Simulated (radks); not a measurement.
Charge is removed step by step from the 2s1/2 level of La50+, starting from [He] 2s2 2p3. Method: Dirac Kohn-Sham, PBEsol, spin-unpolarised, spherical densities, finite nucleus; open shells fill j = l - 1/2 first; Fermi nuclear charge, rms radius 4.855 fm; computed with a radial shooting solver on a logarithmic mesh with Libxc functionals.

| removed (e) | E - E(0) (eV) | eigenvalue (eV) | E minus straight line (eV) |
|---|---|---|---|
| 0 | 0.000 | -9989.0 | 0.000 |
| 0.25 | 2504.2 | -10044.8 | -20.902 |
| 0.5 | 5022.4 | -10100.5 | -27.864 |
| 0.75 | 7554.5 | -10156.2 | -20.893 |
| 1 | 10100.5 | -10211.9 | 0.000 |

Removing the whole electron costs 10100.5 eV by Delta-SCF, against 9989.0 eV from minus the eigenvalue at the starting occupation. Slater's transition state (half an electron removed) gives 10100.5 eV. Integrating minus the eigenvalue over the occupation (Janak's theorem) gives 10100.5 eV. The mean slope of the eigenvalue, de/dn, is 223 eV per electron.
